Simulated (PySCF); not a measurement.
## From computed data to an observable: chemical shift, span and skew from a shielding tensor

C₄H₇F, SMILES CC1(F)CC1. Atoms are numbered in the order given.

```xyz
12

C      0.8048     1.3824     0.0000
C     -0.0591     0.1501     0.0000
F     -1.4047     0.4765     0.0000
C      0.3015    -1.0927    -0.7624
C      0.3015    -1.0927     0.7624
H      0.6013     1.9991    -0.8990
H      1.8778     1.1103     0.0000
H      0.6013     1.9991     0.8990
H     -0.5280    -1.6153    -1.2628
H      1.2629    -1.1247    -1.2991
H     -0.5280    -1.6153     1.2628
H      1.2629    -1.1247     1.2991
```
Charge 0, spin multiplicity 1.

Geometry: PBE-D3(BJ)/def2-SVP.

GIAO shieldings from PySCF with PBE/pcSseg-1, non-relativistic, no solvent. The symmetric part of the tensor of F3 has the principal values 287.0, 331.5, 434.2 ppm. The same nucleus in CFCl3 has σ = 133.6 ppm at this level (PySCF, at its B3LYP-D3(BJ)/def2-TZVP geometry).

Question: Work out the isotropic shielding, the ¹⁹F shift against CFCl3, the span and the skew.

Answer: 
σ(iso) = (σ11 + σ22 + σ33)/3 = 350.9 ppm. δ = σ(ref) − σ(iso) = 133.6 − (350.9) = -217.3 ppm.
Span Ω = σ33 − σ11 = 147.2 ppm. Skew κ = 3(σ(iso) − σ22)/Ω = 0.40. Tumbling in solution averages the tensor to δ; in a static solid the shielding alone would spread this spin-1/2 line over Ω.
